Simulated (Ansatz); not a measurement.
CdH₆O₂Si₂ (`[SiH3][O][Cd][O][SiH3]`). Charge 0, multiplicity 1. Cd: def2 effective core potential. The structure was optimised at the PBE0-D4/def2-TZVP level. It is one conformer, not always the lowest.

```xyz
11

Si   -2.040   -0.647   -2.320
O    -1.628   -1.164   -0.833
Cd   -0.422   -0.516    0.550
O     0.691    0.017    2.055
Si    2.131    0.759    2.201
H    -0.856   -0.558   -3.225
H    -2.664    0.709   -2.284
H    -3.015   -1.602   -2.909
H     2.129    2.108    1.561
H     3.228   -0.025    1.559
H     2.446    0.920    3.645
```

Q: What is the dipole moment at ωB97M-V/def2-TZVPP? (An estimate is asked.)

A: Computed: 0.02 D, zero by symmetry or nearly so.

Q: Give the Mulliken charges with ωB97M-V, B3LYP, PBE in def2-TZVPP. (Estimate.)

A: The calculation gave: 
| atom | ωB97M-V | B3LYP | PBE |
| --- | --- | --- | --- |
| Si1 | 0.34 | 0.44 | 0.37 |
| O2 | -0.63 | -0.60 | -0.52 |
| Cd3 | 0.93 | 0.88 | 0.78 |
| O4 | -0.63 | -0.60 | -0.52 |
| Si5 | 0.34 | 0.44 | 0.37 |
| H6 | -0.06 | -0.10 | -0.08 |
| H7 | -0.06 | -0.10 | -0.08 |
| H8 | -0.05 | -0.08 | -0.07 |
| H9 | -0.06 | -0.10 | -0.08 |
| H10 | -0.06 | -0.10 | -0.08 |
| H11 | -0.05 | -0.08 | -0.07 |

B3LYP here is the variant with VWN-RPA as its local correlation; programs differ in this.
